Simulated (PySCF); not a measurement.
Spectra and structures to be paired. Method used: PySCF 2.14.0, density-fitted response routines, TDDFT B3LYP/def2-SVPD, vertical, gas phase, core orbitals frozen in the response, def2 core potentials past Kr. Geometries: PBE0-D3(BJ)/def2-SVP; one conformer of each isolated species. Triplets are in the Tamm–Dancoff approximation. Atoms past krypton carry core potentials; spin–orbit coupling is left out. Ions are computed without counter-ions or solvent.

A. `[Cl][In-]([Cl])([Cl])[Cl]`
B. `C[SiH](C)C#[C][GeH3]`
C. `C#C[SiH2][C@@H](C)[GeH3]`
D. `CO[SiH](OC)SC`
E. `CS[SiH2]O`

Lowest singlet levels (six at most, fewer where fewer were computed) with oscillator strengths:

1. 236 nm (f 0.007); 209 nm (f 0.037); 194 nm (f 0.023); 189 nm (f 0.001); 184 nm (f 0.013); 177 nm (f 0.015); T1 4.94 eV
2. 208 nm (f 0.001); 202 nm (f 0.020); 202 nm (f 0.003); 180 nm (f 0.131); 174 nm (f 0.105); 173 nm (f 0.010); T1 4.92 eV
3. 223 nm (f 0.001); 198 nm (f 0.044); 187 nm (f 0.005); 185 nm (f 0.008); 181 nm (f 0.035); 178 nm (f 0.027)
4. 221 nm (f 0.000); 215 nm (f 0.006 summed over 2 states); 183 nm (f 0.011 summed over 2 states); 173 nm (f 0.753); 170 nm (f 0.029); 169 nm (f 0.212); T1 4.65 eV
5. 241 nm (f 0.000); 241 nm (f 0.000); 240 nm (f 0.000); 227 nm (f 0.001); 227 nm (f 0.028); 227 nm (f 0.318 summed over 3 states); T1 4.90 eV

Task: Match each spectrum to its molecule.

Result: 1 = E, 2 = C, 3 = D, 4 = B, 5 = A.
- A: S1 at 5.13 eV, HOMO→LUMO (99%); Löwdin shares by element: HOMO (one of a set within 0.03 eV) chlorine 100% or more; LUMO chlorine 48% or more, indium 37% (atoms not listed hold the other 15%); HOMO -4.56 and LUMO 1.56 eV.
- B: S1 at 5.60 eV, HOMO-1/HOMO→LUMO (≥55%), HOMO-1/HOMO→LUMO+1 (≥41%); Löwdin shares by element: HOMO (one of a set within 0.03 eV) carbon 72% or more, germanium 6%, silicon 5% (atoms not listed hold the other 17%); LUMO carbon 50% or more, germanium 14%, silicon 13% (atoms not listed hold the other 23%); HOMO -7.57 and LUMO -0.47 eV.
- C: S1 at 5.96 eV, HOMO-1→LUMO (56%), HOMO→LUMO+1 (24%); Löwdin shares by element: HOMO carbon 67% or more, silicon 8% (atoms not listed hold the other 25%); LUMO carbon 46% or more, silicon 17%, germanium 7% (atoms not listed hold the other 30%); HOMO -7.74 and LUMO -0.43 eV.
- D: S1 at 5.56 eV, HOMO→LUMO (97%); Löwdin shares by element: HOMO sulfur 71%, carbon 11% or more, silicon 7%; LUMO sulfur 39%, carbon 15% or more, silicon 11%, hydrogen 6% or more (atoms not listed hold the other 28%); HOMO -6.80 and LUMO -0.09 eV.
- E: S1 at 5.25 eV, HOMO→LUMO (95%); Löwdin shares by element: HOMO sulfur 70%, carbon 11%, silicon 9%; LUMO sulfur 29%, silicon 24%, oxygen 13%, carbon 9% (atoms not listed hold the other 25%); HOMO -6.83 and LUMO -0.53 eV.
B and D have S1 within 0.04 eV of each other; their strongest listed levels stand at 7.17 eV (f 0.753) and 6.26 eV (f 0.044).
A and E have S1 within 0.12 eV of each other; their strongest listed levels stand at 5.46 eV (f 0.318) and 5.94 eV (f 0.037).

A slash joins orbitals within 0.01 eV of each other, whose weights are summed (≥ marks a lower bound).
